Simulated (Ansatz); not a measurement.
C₃H₆O₂Si, relaxed with RKS PBE-D4/def2-SVP in Ansatz 0.2.0 from a rough embedded geometry. The force threshold is 0.03 eV/Å; the program also tests the step.

Charge 0, multiplicity 1. The bonds changed during the relaxation, so this is another structure than the one it started from.

Start:

```xyz
12

Si   -0.455    2.161   -0.164
C    -0.117    0.401    0.246
O     0.099   -0.465   -0.869
C     0.443   -1.753   -0.486
C     0.571   -2.686    0.352
O     0.690   -2.915   -1.019
H     0.654    2.785   -0.946
H    -1.707    2.229   -1.056
H    -0.700    2.994    1.003
H     0.788    0.422    0.890
H    -0.955    0.035    0.819
H     0.691   -3.209    1.229
```

```csv
step,energy (eV),largest force (eV/Å),largest move (Å)
1,-15154.1303,8.635,0.000
2,-15155.0462,4.085,0.093
3,-15155.3539,1.453,0.100
4,-15155.4341,2.278,0.150
5,-15155.6834,1.698,0.200
6,-15155.8123,1.803,0.176
7,-15155.9525,0.965,0.200
8,-15155.9533,1.031,0.130
9,-15156.0099,0.370,0.064
10,-15156.0206,0.396,0.062
11,-15156.0296,0.140,0.034
12,-15156.0324,0.080,0.013
13,-15156.0336,0.032,0.021
14,-15156.0338,0.016,0.011
```

End:

```xyz
12

Si   -0.485    2.105   -0.250
C     0.019    0.370    0.375
O     0.363   -0.456   -0.767
C     0.396   -1.755   -0.511
C    -0.008   -2.592    0.532
O     0.654   -2.657   -1.345
H     0.650    2.715   -1.020
H    -1.704    2.000   -1.118
H    -0.785    2.936    0.967
H     0.890    0.439    1.063
H    -0.819   -0.101    0.938
H     0.830   -3.004    1.136
```

Run time 2 min (4 threads of a server CPU on a shared host); peak host memory 0.18 GiB.
